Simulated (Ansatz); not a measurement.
Program: Ansatz. Geometries: PBE0-D4/def2-TZVP. ΔE: electronic, gas phase. CCSD(T)/CBS adds triple-zeta CCSD(T) − MP2 to the extrapolated MP2 energy (def2 sets, frozen cores). This one scheme is used for every species. DFT in def2-TZVPP. B3LYP here is the variant with VWN-RPA as its local correlation; programs differ in this. For Ge outer-core shells are correlated without core-valence functions, which leaves a few kJ/mol of doubt a bond. Scalar relativity is left out up to krypton. Each species was taken in one conformer, which may not be the lowest.

Consider the ligand exchange at the Si–O bond: `O[SiH](O)O` + `[OH][GeH3]` → `O[SiH](O)[O][GeH3]` + H₂O.

| level | ΔE (kJ/mol) | difference from CCSD(T)/CBS |
| --- | --- | --- |
| PBE-D4 | -13.6 | 7.3 |
| r2SCAN-D4 | -14.7 | 6.2 |
| PBE0-D4 | -16.3 | 4.6 |
| B3LYP-D4 | -18.1 | 2.8 |
| B2PLYP | -14.5 | 6.4 |
| PBE | -9.2 | 11.7 |
| PBE0 | -12.2 | 8.7 |
| HF/def2-TZVPP | -17.3 | 3.6 |
| MP2/def2-TZVPP | -19.3 | 1.6 |
| SCS-MP2/def2-TZVPP | -18.7 | 2.2 |
| CCSD/def2-TZVPP | -19.2 | 1.7 |
| CCSD(T)/def2-TZVPP | -19.5 | 1.4 |
| MP2/def2-QZVPP | -20.5 | 0.4 |
| HF/CBS(def2) | -18.5 | 2.4 |
| MP2/CBS(def2) | -20.7 | 0.2 |
| CCSD/CBS(def2) | -20.6 | 0.3 |
| CCSD(T)/CBS | -20.9 | 0 |

Largest T1 diagnostic among the species: 0.012.

The D4 term adds −7.0 kJ/mol with B3LYP and −4.2 kJ/mol with PBE0; it sums over pairs of atoms, weighted by their polarisabilities, and B3LYP, whose exchange is more repulsive, gets the larger term.
